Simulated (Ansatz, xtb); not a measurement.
F2GaH3O4Si: which of two isomers lies lower

Structure X is `[OH][Ga]([F])[O][Si](O)(O)F`, a singlet and structure Y is `[OH][Ga]([OH])[O][Si](O)(F)F`, a singlet. Both are isolated molecules in the gas phase, relaxed with PBE0-D4/def2-SVP; the shapes shown needn't be the lowest conformers.

X (Å):

```xyz
11

F    -0.6810   -2.1956   -3.9034
F    -0.0193   -0.8321    0.7995
Ga   -0.6169   -1.7702   -2.2254
O    -2.0621   -1.6350   -1.2308
O     0.9995   -1.4493   -1.5428
O     2.2151    0.2961    0.1722
O     2.1166   -2.4003    0.6645
Si    1.3754   -1.1000    0.0024
H    -1.8135   -1.3558   -0.3376
H     2.9028    0.4720   -0.4763
H     2.5149   -2.2821    1.5317
```

Y (Å):

```xyz
11

F    -1.6651   -1.9207    0.3929
F    -1.0982   -0.3886    2.3535
Ga   -0.0866    1.7464    0.0423
O     0.1486    2.8404   -1.3170
O     0.9785    1.6228    1.4474
O    -1.5405    0.6952   -0.0073
O    -3.5602   -0.3897    1.4495
Si   -1.9960   -0.4783    1.0100
H     0.9423    3.3804   -1.2365
H     0.6389    0.9814    2.0866
H    -4.1522    0.0833    0.8577
```

Question: Estimate E(Y) − E(X) at the level CCSD(T)/def2-SVP + ΔMP2/def2-TZVPP.

Answer: Calculated at CCSD(T)/def2-SVP + ΔMP2/def2-TZVPP: E(Y) − E(X) = −4.6 kcal/mol, so structure Y lies lower.

Level by level:

```tsv
level	geometry	E(Y) − E(X) (kcal/mol)	departure from the last row (kcal/mol)	job, with rough time for the two
PBE0-D4/def2-SVP	PBE0-D4/def2-SVP	−2.4	+2.2	optimisation, 2 min
HF/def2-SVP	PBE0-D4/def2-SVP	−1.7	+2.9	part of the CCSD(T) run
MP2/def2-SVP	PBE0-D4/def2-SVP	−2.9	+1.7	part of the CCSD(T) run
CCSD(T)/def2-SVP	PBE0-D4/def2-SVP	−2.9	+1.8	single point
CCSD(T)/def2-SVP + ΔMP2/def2-TZVPP	PBE0-D4/def2-SVP	−4.6		single point, 3.7 min
```

As drawn, Y has 1 Ga–O, 1 F–Si in place of 1 F–Ga, 1 O–Si.

The levels shown agree on the order. The largest departure from CCSD(T)/def2-SVP + ΔMP2/def2-TZVPP is that of HF/def2-SVP, 2.9 kcal/mol. Levels run at GFN2-xTB geometries aren't shown. The last row adds to CCSD(T) the change of the MP2 difference between the two basis sets, here −1.8 kcal/mol.

With thermal terms from frequencies at re-optimised GFN2-xTB minima (ideal gas, soft modes damped towards free rotors, one conformer each, 298.15 K, 1 atm): on the last row, ΔE + ΔZPE = −4.9, ΔH = −4.7, ΔG = −5.5 kcal/mol.

The correlated steps freeze 20 core orbitals; the filled d shell of Ga is correlated, in a basis made for valence electrons. Programs: Ansatz 0.2.0, xtb 6.7.1; the last row on 2 threads of Arm Neoverse V2 on a shared host.
